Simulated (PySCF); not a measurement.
CH10O2Si3.
Z-matrix (Å and degrees, PBE0-D3(BJ)/def2-SVP geometry), rows numbered from 1:
```
C 
O   1  1.4035
Si  2  1.6594  1  124.63
Si  3  2.3400  2  104.72  1   175.80
O   3  1.6617  2  110.92  1   -64.28
Si  5  1.6609  3  141.52  2   -62.14
H   1  1.1002  2  108.82  3  -169.13
H   1  1.1042  2  111.60  3    71.60
H   1  1.1057  2  111.99  3   -49.71
H   3  1.4938  2  109.90  1    52.09
H   4  1.4955  3  109.71  2    57.03
H   4  1.4950  3  110.34  2   -62.93
H   4  1.4960  3  110.36  2   176.65
H   6  1.4953  5  110.21  3   -42.34
H   6  1.4894  5  108.40  3  -162.26
H   6  1.4936  5  110.21  3    77.98
```

All values: PBE0/pcSseg-1 (PySCF, non-relativistic), on one gas-phase PBE0-D3(BJ)/def2-SVP geometry that isn't relaxed in the solvent. The solvent is an IEF-PCM continuum (van der Waals radii × 1.2). The model holds no explicit solvent molecules, cavitation or dispersion.

```
run  E − E(gas) (kJ/mol)  HOMO (eV)  HOMO–LUMO gap (eV)  dipole (D)
gas                 0.00      -7.93                7.79        1.09
  P                -6.82      -7.89                7.82        1.23
  Q                -3.70      -7.90                7.81        1.17
```

Problem. The runs were made in chloroform and cyclohexane. Which run belongs to which solvent?

Solution. P = chloroform, Q = cyclohexane. The dielectric constants are 2.017 (cyclohexane), 4.711 (chloroform), and the energy falls further as ε rises. In this model the ground state sees the solvent through ε alone.

Problem. How constant is the ratio of the lowering to (ε − 1)/(2ε + 1)?

Solution. 
| solvent | (ε − 1)/(2ε + 1) | E − E(gas) (kJ/mol) | ratio (kJ/mol) | polarisation term (kJ/mol) |
| --- | --- | --- | --- | --- |
| cyclohexane | 0.202 | -3.70 | -18.3 | -3.82 |
| chloroform | 0.356 | -6.82 | -19.1 | -7.23 |

The ratio changes by +4.5 % in size from cyclohexane to chloroform. The polarisation term is half the interaction of the solute with the induced surface charges.
